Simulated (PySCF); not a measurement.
## Low-lying terms of Mg²⁺ (magnesium, charge +2)

Ground state [Ne], ¹S. Calculation: PySCF 2.14, in aug-cc-pVTZ-DK with one added diffuse shell each of s, p, d, f type (7s6p4d3f, 66 functions); the spin-free X2C one-electron Hamiltonian (Gaussian nucleus). Vertical excitation energies in eV without spin-orbit coupling; excited terms of each kind are numbered among those the solver found. Frozen: 1s2.

| term | leading excitation | EOM-EE-CCSD |
| --- | --- | --- |
| 1 3P° | 2p → s | 53.015 |
| 1 1P° | 2p → s | 53.613 |
| 1 3S | 2p → p | 58.248 |
| 1 3D | 2p → p | 59.066 |
| 1 1D | 2p → p | 59.316 |
| 1 3P | 2p → p | 59.502 |
| 1 1P | 2p → p | 59.503 |
| 1 1S | 2p → p | 61.631 |
| 2 3P° | 2p → d | 66.243 |
| 1 3F° | 2p → d | 66.390 |
| 1 1F° | 2p → d | 66.417 |
| 2 1P° | 2p → d | 66.485 |
| 1 1D° | 2p → d | 66.599 |
| 1 3D° | 2p → d | 66.605 |
| 2 3S | 2p → p | 69.551 |
| 2 1D | 2p → p | 69.875 |

The solver can miss terms. Rydberg members are limited by the diffuse functions of the basis.
